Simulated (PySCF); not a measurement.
Si(F)(Br)(NH2)2 (BrFH₄N₂Si), SMILES Br[Si](N)(N)F. The structure is a stationary point at ωB97X-D3(BJ)/def2-SVP. This is a generated structure with no PubChem entry under its InChIKey; it may be hypothetical. The values are those of a single conformer.

Computed equilibrium geometry at ωB97X-D3(BJ)/def2-SVP (PySCF confirms it by a frequency run) as bond lengths and angles (one conformer of several):
Atoms: N1 Si2 N3 F4 Br5 H6 H7 H8 H9. Bond lengths (Å): N1–Si2 1.702, N1–H6 1.014, N1–H7 1.014, Si2–N3 1.697, Si2–F4 1.625, Si2–Br5 2.221, N3–H8 1.014, N3–H9 1.013. Angles (°): Si2–N1–H6 120.4, Si2–N1–H7 120.3, H6–N1–H7 112.2, N1–Si2–N3 110.2, N1–Si2–F4 104.7, N1–Si2–Br5 116.7, N3–Si2–F4 115.9, N3–Si2–Br5 105.4, F4–Si2–Br5 104.1, Si2–N3–H8 121.1, Si2–N3–H9 121.7, H8–N3–H9 113.2.
Charge 0, spin multiplicity 1.
